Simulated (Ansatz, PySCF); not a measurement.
Al(Cl)(Me)(Et) (C3H8AlCl), SMILES [CH3][Al]([CH2]C)[Cl]. Atoms are numbered in the order given.

```xyz
13

Al     0.3501     0.4412     0.1296
Cl     0.1521    -1.3958     1.1861
C      1.4410     1.8312     0.9562
H      2.4719     1.4729     1.1225
H      1.0424     2.1032     1.9491
H      1.4945     2.7493     0.3488
C     -0.5759     0.5962    -1.5890
C     -1.3897    -0.6139    -2.0696
H      0.1912     0.8713    -2.3398
H     -1.2195     1.4959    -1.5236
H     -2.1853    -0.8781    -1.3545
H     -0.7581    -1.5101    -2.1796
H     -1.8717    -0.4293    -3.0446
```
Charge 0, spin multiplicity 1.

The structure is a stationary point at B3LYP-D3(BJ)/def2-SVP. The structure was generated by enumeration; whether it is a known compound was not checked. One conformer was computed; it need not be the lowest.

Two levels are set side by side: PBE-D3(BJ)/def2-SVP (Ansatz, a quantum-chemistry and plane-wave program) and B3LYP-D3(BJ)/def2-SVP (Ansatz). Each level has its own optimised geometry; the coordinates shown are those of the second. Frequencies come from the Hessian of PySCF at each geometry. Differences are taken from unrounded values.

```
quantity                            B3LYP-D3(BJ)
----------------------------------  ------------
mean bond length (Å)                       1.367
bond Al1–Cl2 (Å)                           2.128
bond Al1–C3 (Å)                            1.951
bond Al1–C7 (Å)                            1.958
bond C7–C8 (Å)                             1.535
bond C3–H4 (Å)                             1.104
bond C3–H5 (Å)                             1.104
bond C3–H6 (Å)                             1.102
bond C7–H9 (Å)                             1.108
bond C7–H10 (Å)                            1.108
bond C8–H11 (Å)                            1.102
bond C8–H12 (Å)                            1.102
bond C8–H13 (Å)                            1.103
highest harmonic wavenumber (cm⁻¹)          3114
mean harmonic wavenumber (cm⁻¹)             1342
zero-point energy (kcal/mol)               63.31
```

Question: What does PBE-D3(BJ) give, and how far is it from B3LYP-D3(BJ)? (An estimate is asked for; the answer gives what the named calculation found.)

Answer: 
```tsv
quantity	PBE-D3(BJ)	PBE-D3(BJ) minus B3LYP-D3(BJ)
mean bond length (Å)	1.374	0.007
bond Al1–Cl2 (Å)	2.137	0.008
bond Al1–C3 (Å)	1.958	0.007
bond Al1–C7 (Å)	1.967	0.009
bond C7–C8 (Å)	1.535	0.000
bond C3–H4 (Å)	1.111	0.007
bond C3–H5 (Å)	1.111	0.007
bond C3–H6 (Å)	1.109	0.007
bond C7–H9 (Å)	1.116	0.008
bond C7–H10 (Å)	1.116	0.008
bond C8–H11 (Å)	1.109	0.007
bond C8–H12 (Å)	1.109	0.007
bond C8–H13 (Å)	1.111	0.008
highest harmonic wavenumber (cm⁻¹)	3072	-42
mean harmonic wavenumber (cm⁻¹)	1310	-32
zero-point energy (kcal/mol)	61.79	-1.52
```

Exact exchange shortens and stiffens bonds; PBE has none. Differences between two approximate levels are no errors against the true value.
